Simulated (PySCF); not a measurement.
TPSSh on W⁻ (tungsten, charge -1), [Xe] 4f14 5d5 6s2, high-spin 6S determinant. All numbers are calculated (PySCF 2.14, a scalar-relativistic core potential, in aug-cc-pVQZ-PP with ECP60MDF (7s7p6d4f3g2h, 135 functions)).

```
cycle= 1 E= -67.3148618177934  delta_E= -0.018  |g|= 0.0315  |ddm|= 1.37
cycle= 2 E= -67.3167782174891  delta_E= -0.00192  |g|= 0.0334  |ddm|= 0.352
cycle= 3 E= -67.3177396249652  delta_E= -0.000961  |g|= 0.0118  |ddm|= 0.201
cycle= 4 E= -67.3180598502425  delta_E= -0.00032  |g|= 0.00176  |ddm|= 0.16
cycle= 5 E= -67.318068776261  delta_E= -8.93e-06  |g|= 0.00122  |ddm|= 0.0145
cycle= 6 E= -67.3180704502367  delta_E= -1.67e-06  |g|= 0.000204  |ddm|= 0.00278
cycle= 7 E= -67.3180705065913  delta_E= -5.64e-08  |g|= 2.43e-05  |ddm|= 0.000678
cycle= 8 E= -67.3180705078165  delta_E= -1.23e-09  |g|= 3.05e-06  |ddm|= 0.000216
cycle= 9 E= -67.3180705078297  delta_E= -1.32e-11  |g|= 4.52e-08  |ddm|= 2.99e-05
converged SCF energy = -67.3180705078297  <S^2> = 8.8379497  2S+1 = 6.0292453
```

Highest occupied orbital energy: 0.986 eV; ⟨L²⟩ = 0.00; populations by l: s 4.00, p 6.00, d 5.00, f 0.00.

(1) Can this result be used?

Results:

(1) With care. The run converged. Energies and moments cover only the electrons outside the core potential. Spin-orbit coupling, which splits the p, d and f shells strongly at this Z, is absent. ⟨S²⟩ = 8.84 against 8.75 shows spin contamination. At TPSSh the highest occupied level has a positive energy, so only the finite basis holds that electron; in a semilocal or global hybrid functional this comes from self-interaction and does not mean that the real anion is unbound.
